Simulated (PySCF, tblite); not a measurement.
A database entry of computed molecular properties. Lists by class give the value and the number of equivalent atoms.

```json
{
 "formula": "C3H7ClOSi",
 "smiles": "Cl[C@@H]1CO[SiH2]C1",
 "inchi": "InChI=1S/C3H7ClOSi/c4-3-1-5-6-2-3/h3H,1-2,6H2/t3-/m1/s1",
 "charge": 0,
 "multiplicity": 1,
 "geometry_level": "GFN2-xTB",
 "atoms_angstrom": [
  ["Cl", -2.027, -1.542, -0.905],
  ["C", -0.823, -0.68, 0.089],
  ["C", -1.086, 0.827, 0.032],
  ["O", 0.06, 1.49, 0.497],
  ["Si", 1.454, 0.648, 0.33],
  ["C", 0.605, -0.915, -0.368],
  ["H", -0.958, -1.035, 1.113],
  ["H", -1.933, 1.116, 0.659],
  ["H", -1.29, 1.134, -0.999],
  ["H", 2.039, 0.459, 1.651],
  ["H", 2.325, 1.294, -0.644],
  ["H", 0.65, -0.925, -1.458],
  ["H", 0.979, -1.871, -0.015]
 ],
 "electronic_structure_code": "PySCF",
 "results": {
  "GFN2-xTB geometry": {
   "point_group": "C1",
   "rotational_constants_GHz": [5.829, 1.405, 1.192]
  },
  "wB97X-D/def2-SVPD ground state and vertical TDDFT (core frozen in the response)": {
   "dipole_D": 1.53,
   "homo_eV": -10.12,
   "lumo_eV": 1.55,
   "S1_eV": 7.09,
   "strongest_line_of_8_singlets_eV": 7.9,
   "T1_tda_eV": 6.58,
   "polarisability_au": 74.8,
   "r2_bohr2_about_centre_of_nuclear_charge": 951.0,
   "singlets_eV_and_f": [
    [7.09, 0.001],
    [7.13, 0.029],
    [7.38, 0.006],
    [7.9, 0.037],
    [7.92, 0.035],
    [8.16, 0.015],
    [8.53, 0.024],
    [8.6, 0.01]
   ],
   "triplets_tda_eV": [6.58, 6.75, 6.87]
  },
  "PBE0/pcSseg-1 ground state and GIAO shieldings, non-relativistic": {
   "shift_vs_computed_TMS_C_by_class_ppm": [
    [77.8, 1],
    [60.8, 1],
    [24.1, 1]
   ],
   "shift_vs_computed_TMS_H_by_class_ppm": [
    [5.14, 1],
    [5.02, 1],
    [4.51, 1],
    [4.09, 1],
    [3.75, 1],
    [1.59, 1],
    [1.36, 1]
   ],
   "shielding_other_nuclei_by_class_ppm": [
    ["O", 303.2, 1],
    ["Si", 350.1, 1],
    ["Cl", 806.5, 1]
   ],
   "charges_hirshfeld_e_by_atom": [-0.07, 0.0, 0.0, -0.24, 0.42, -0.17, 0.05, 0.05, 0.03, -0.08, -0.07, 0.04, 0.04]
  },
  "GFN2-xTB harmonic vibrations, gas phase": {
   "strongest_ir_bands_cm-1_km_per_mol_modes": [
    [669.0, 119.2, 1],
    [775.1, 162.5, 1],
    [822.3, 201.7, 1],
    [1105.3, 117.0, 1],
    [2307.3, 409.1, 1],
    [2323.2, 160.3, 1]
   ],
   "zpe_kcal_per_mol": 59.0
  }
 }
}
```

The principal polarisabilities are 63.9, 68.1 and 92.3 au; their mean is the isotropic value. The 8 singlets span 7.09 to 8.60 eV, and their oscillator strengths add up to 0.16.

One conformer stands for the species.
